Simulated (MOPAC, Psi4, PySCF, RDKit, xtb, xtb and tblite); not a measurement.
Two geometries of SMILES C(C=C)c1ccco1 (C7H8O), relaxed at GFN2-xTB with one dihedral held; other torsions can differ between them too.

Structure A

```
16

C      2.7122     0.8271     0.4049
C      1.8252     0.2759    -0.4001
C      0.9274    -0.8670    -0.0146
C     -0.4475    -0.6856    -0.5654
C     -1.5537    -0.0758    -0.0521
C     -2.5605    -0.1779    -1.0443
C     -1.9900    -0.8376    -2.0859
O     -0.7117    -1.1483    -1.8062
H      3.3532     1.6297     0.0827
H      2.8312     0.5021     1.4257
H      1.7240     0.6129    -1.4231
H      1.3425    -1.7899    -0.4323
H      0.8842    -0.9619     1.0709
H     -1.6418     0.3848     0.9105
H     -3.5644     0.1895    -0.9845
H     -2.3693    -1.1381    -3.0422
```

Structure B

```
16

C     -2.6144     0.8323     0.6157
C     -1.7946     0.3901    -0.3188
C     -1.0540    -0.9186    -0.2315
C     -0.1960    -1.1723    -1.4239
C      0.8143    -0.4473    -1.9849
C      1.2512    -1.1819    -3.1151
C      0.4756    -2.2965    -3.1566
O     -0.4035    -2.2990    -2.1384
H     -3.1311     1.7715     0.5217
H     -2.8029     0.2720     1.5172
H     -1.6215     0.9690    -1.2154
H     -1.7663    -1.7429    -0.1425
H     -0.4372    -0.9201     0.6733
H      1.2005     0.4889    -1.6364
H      2.0329    -0.9132    -3.7957
H      0.4491    -3.1303    -3.8294
```

Task: Which is lower in energy at the level Psi4 with PBE0-D3(BJ)/def2-SVP // GFN2-xTB, and by how much?

Result: A is lower, by 8.06 kJ/mol (dihedral C1–C2–C3–C4: 140° in A, 180° in B).

E(B) − E(A) in kJ/mol at the other levels, on the same two geometries: GFN2-xTB (xtb and tblite) 3.75; MMFF94 // GFN2-xTB (RDKit) 8.28; PBE0/def2-SVP // GFN2-xTB (Psi4) 8.09; PBE/def2-SVP // GFN2-xTB (Psi4) 7.83; PBE-D3(BJ)/def2-SVP // GFN2-xTB (Psi4) 7.75; UFF // GFN2-xTB (RDKit) -0.90; PM3, restricted, heats of formation // GFN2-xTB (MOPAC) 1.25; AM1, restricted, heats of formation // GFN2-xTB (MOPAC) 1.13; GFN1-xTB // GFN2-xTB (xtb) 3.57; restricted B3LYP/6-31G*, spherical d, density fitting // GFN2-xTB (PySCF) 8.23; restricted B3LYP/3-21G // GFN2-xTB (PySCF) 7.30; restricted Hartree-Fock/3-21G // GFN2-xTB (PySCF) 8.89; restricted MP2 (frozen core)/6-31G*, spherical d // GFN2-xTB (PySCF) 8.89.
